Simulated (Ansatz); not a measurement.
Reaction (isomerisation): `C/C(Cl)=[CH]\[AlH2]` → `C=C[CH2][AlH][Cl]`

Isolated molecules relaxed with PBE0-D4/def2-TZVP in Ansatz; ΔE leaves out vibrations. CCSD(T)/CBS is the MP2 limit (def2-TZVPP, def2-QZVPP) plus CCSD(T) − MP2 in def2-TZVPP, frozen cores. DFT in def2-TZVPP. B3LYP here is the variant with VWN-RPA as its local correlation; programs differ in this. Each species was taken in one conformer, which may not be the lowest.

`C/C(Cl)=[CH]\[AlH2]`:

Cartesian coordinates in Å:
```
C 0.283 0.063 -1.494
C 0.248 0.921 -0.279
Cl 0.672 2.580 -0.646
C -0.054 0.569 0.972
Al -0.541 -1.209 1.556
H 1.282 0.077 -1.939
H 0.015 -0.966 -1.251
H -0.409 0.446 -2.248
H -0.014 1.368 1.710
H -0.856 -1.435 3.093
H -0.627 -2.414 0.527
```

`C=C[CH2][AlH][Cl]`:

Z-matrix (Å, degrees):
```
Al
Cl 1 2.114
C 1 2.240 2 123.2
C 1 2.539 2 98.1 3 21.8
C 1 1.986 2 115.2 3 -45.3
H 1 1.571 2 119.4 3 143.9
H 3 1.089 1 114.3 2 161.5
H 4 1.082 1 128.6 2 107.4
H 4 1.087 1 87.0 2 -15.3
H 5 1.090 1 106.7 2 -0.9
H 5 1.084 1 123.5 2 -134.3
```

```tsv
level	ΔE (kJ/mol)	difference from CCSD(T)/CBS
PBE-D4	-197.0	8.2
r2SCAN-D4	-211.1	-5.9
PBE0-D4	-205.9	-0.7
B3LYP-D4	-195.2	10.0
ωB97X-V	-202.3	2.9
ωB97M-V	-207.4	-2.2
B2PLYP	-199.8	5.4
PBE	-196.9	8.3
r2SCAN	-211.1	-5.9
PBE0	-205.8	-0.6
B3LYP	-195.1	10.1
HF/def2-TZVPP	-202.0	3.2
MP2/def2-TZVPP	-207.6	-2.4
SCS-MP2/def2-TZVPP	-200.3	4.9
CCSD/def2-TZVPP	-203.8	1.4
CCSD(T)/def2-TZVPP	-202.7	2.5
HF/def2-QZVPP	-201.9	3.3
MP2/def2-QZVPP	-209.1	-3.9
SCS-MP2/def2-QZVPP	-202.0	3.2
HF/CBS(def2)	-201.9	3.3
MP2/CBS(def2)	-210.2	-5.0
CCSD/CBS(def2)	-206.4	-1.2
CCSD(T)/CBS	-205.2	0
```

Largest T1 diagnostic among the species: 0.011.

From PBE to PBE0 (25 % exact exchange), in def2-TZVPP and without D4, ΔE moves by −8.9 kJ/mol.
